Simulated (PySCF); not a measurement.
Compound: C6H8OP2.
Bonds: C1–O2, O2–C3, C3–P4 (aromatic), P4–C5 (aromatic), C5–C6 (aromatic), C6–C7 (aromatic), C7–C8, C7–P9 (aromatic), C3–P9 (aromatic). Hydrogens: H10, H11, H12 on C1; H13 on C5; H14 on C6; H15, H16, H17 on C8.

The same species was optimised twice, with GFN2-xTB and with PBE0-D3(BJ)/def2-SVP (PySCF), and the same property calculations (PySCF, gas phase) were run on both structures.

| coordinate | GFN2-xTB | PBE0-D3(BJ)/def2-SVP | change |
| --- | --- | --- | --- |
| O2–C3 (Å) | 1.362 | 1.346 | -0.016 |
| C3–P4 (Å) | 1.745 | 1.759 | +0.014 |
| C6–C7 (Å) | 1.388 | 1.402 | +0.014 |
| C3–P9 (Å) | 1.754 | 1.766 | +0.012 |
| C5–C6 (Å) | 1.376 | 1.384 | +0.008 |
| P4–C5 (Å) | 1.734 | 1.739 | +0.005 |
| C7–P9 (Å) | 1.741 | 1.737 | -0.004 |
| C7–C8 (Å) | 1.503 | 1.507 | +0.004 |
| C1–O2 (Å) | 1.402 | 1.405 | +0.003 |
| O2–C3–P9 (°) | 108.0 | 110.3 | +2.3 |
| C1–O2–C3 (°) | 117.7 | 119.4 | +1.7 |
| P4–C3–P9 (°) | 131.5 | 129.8 | -1.7 |
| C3–P9–C7 (°) | 103.2 | 104.5 | +1.3 |
| C5–C6–C7 (°) | 127.4 | 126.4 | -1.0 |
| P4–C5–C6 (°) | 129.5 | 130.2 | +0.7 |
| O2–C3–P4 (°) | 120.5 | 119.9 | -0.6 |
| C3–P4–C5 (°) | 101.6 | 102.2 | +0.6 |
| C1–O2–C3–P4 (°) | 1 | 1 | 0 |

Rotational constants: A = 2164, B = 938.6, C = 660.1 MHz (GFN2-xTB) against A = 2163, B = 924.4, C = 653.0 MHz (PBE0-D3(BJ)/def2-SVP).

On the GFN2-xTB structure: HOMO (eV) -6.66 [PBE0/pcSseg-1]; LUMO (eV) -1.86 [PBE0/pcSseg-1]; dipole (D) 1.15 [PBE0/pcSseg-1]; GIAO shielding of C1 (ppm) 126.6 [PBE0/pcSseg-1]; GIAO shielding of O2 (ppm) 147.2 [PBE0/pcSseg-1]; GIAO shielding of C3 (ppm) -57.9 [PBE0/pcSseg-1]; GIAO shielding of P4 (ppm) 170.2 [PBE0/pcSseg-1]; GIAO shielding of C5 (ppm) 28.0 [PBE0/pcSseg-1]; GIAO shielding of C6 (ppm) 50.5 [PBE0/pcSseg-1]; GIAO shielding of C7 (ppm) 2.3 [PBE0/pcSseg-1]; GIAO shielding of C8 (ppm) 157.8 [PBE0/pcSseg-1].

Question: What do these properties become on the PBE0-D3(BJ)/def2-SVP structure?

Answer: 
```csv
property,level,on GFN2-xTB,on PBE0-D3(BJ)/def2-SVP,change
HOMO (eV),PBE0/pcSseg-1,-6.66,-6.62,+0.04
LUMO (eV),PBE0/pcSseg-1,-1.86,-1.84,+0.02
dipole (D),PBE0/pcSseg-1,1.15,1.06,-0.09
"energy, GFN2-xTB geometry as zero (kcal/mol)",PBE0/pcSseg-1,0.0,-0.4,-0.4
GIAO shielding of C1 (ppm),PBE0/pcSseg-1,126.6,125.4,-1.2
GIAO shielding of O2 (ppm),PBE0/pcSseg-1,147.2,143.8,-3.4
GIAO shielding of C3 (ppm),PBE0/pcSseg-1,-57.9,-59.1,-1.2
GIAO shielding of P4 (ppm),PBE0/pcSseg-1,170.2,161.7,-8.5
GIAO shielding of C5 (ppm),PBE0/pcSseg-1,28.0,25.9,-2.1
GIAO shielding of C6 (ppm),PBE0/pcSseg-1,50.5,48.5,-2.0
GIAO shielding of C7 (ppm),PBE0/pcSseg-1,2.3,2.3,0.0
GIAO shielding of C8 (ppm),PBE0/pcSseg-1,157.8,156.2,-1.6
```

The heavy atoms differ by 0.019 Å rms after alignment. Among bonds between heavy atoms O2–C3 changes most (-0.016 Å). Changes are differences of the printed values. Neither structure is proved a minimum here.

Conformer computed: `[CH3:1][O:2][c:3]1[p:4][cH:5][cH:6][c:7]([CH3:8])[p:9]1`: C1–O2–C3–P4 1°.
